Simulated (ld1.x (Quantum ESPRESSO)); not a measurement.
## Si (Z = 14), RRKJ: configuration errors across variants

Si (Z = 14), norm-conserving RRKJ (Kleinman–Bylander form), made with ld1.x (Quantum ESPRESSO) 7.5 (PBE, non-relativistic). Core [Ne], reference 3s2 3p1.5 (charge +0.5). Waves: 3s (bound): rc 1.55 bohr; 3p (bound): rc 2.30 bohr; 3d channel at 0.45 Ry: rc 1.95 bohr. Local part: all-electron potential smoothed inside 2.15 bohr (lloc = -1). Core correction: Bessel-smoothed model core, default radius (core density twice the valence density). rho0 = 0.02.

All-electron excitation energies from the reference (eV): (1) 3s2 3p2 -2.927; (2) 3s2 3p1 4.824; (3) 3s2 3p0 20.829; (4) 3s0 3p4 10.737; (5) 3s2 3p2.3 -3.859; (6) 3s1 3p3 3.832; (7) 3s1 3p0 54.731.

The default core radius of the base comes out at 1.13 bohr.

2 further variants failed, have other tests or too few solved ones, and are left out.

Errors AE − PS in meV (a dash: test not solved or not reliable):

| change | (1) | (2) | (3) | (4) | (5) | (6) | (7) | bound ghosts |
| --- | --- | --- | --- | --- | --- | --- | --- | --- |
| base | +0.6 | +1.4 | +23 | -23 | +1.1 | -5.8 | +81 | none |
| wave 3p (bound): rc 2.30 bohr becomes 3p (bound): rc 1.86 bohr | +0.5 | +1.1 | +17 | -14 | +1.0 | -3.8 | +63 | none |
| type PAW; waves now 3s (bound): rcut 1.35, rcutus 1.55 bohr; 3s channel at -0.5 Ry: rcut 1.35, rcutus 1.55 bohr; 3p (bound): rcut 2.00, rcutus 2.30 bohr; 3p channel at 4.45 Ry: rcut 2.00, rcutus 2.30 bohr; 3d channel at 0.45 Ry: rcut 1.70, rcutus 1.95 bohr; 3d channel at 2.5 Ry: rcut 1.70, rcutus 1.95 bohr; local potential all-electron potential smoothed inside 1.35 bohr (lloc = -2); augmentation PSQ, inside the norm-conserving radii; rho0 0 | +0.1 | -0.2 | -7.4 | -1.4 | +0.2 | -0.1 | -52 | none |
| wave 3d channel at 0.45 Ry: rc 1.95 bohr becomes 3d channel at 0.45 Ry: rc 1.62 bohr | +0.6 | +1.4 | +23 | -23 | +1.1 | -5.8 | +81 | none |
| local potential the d channel | +0.7 | +1.5 | +26 | -23 | +1.2 | -5.7 | +94 | none |

Task: Give the same row for: core correction Bessel-smoothed model core inside 1.66 bohr.

Result: +0.5, +1.3, +24, -17, +1.0, -4.4, +127; bound ghosts: none.
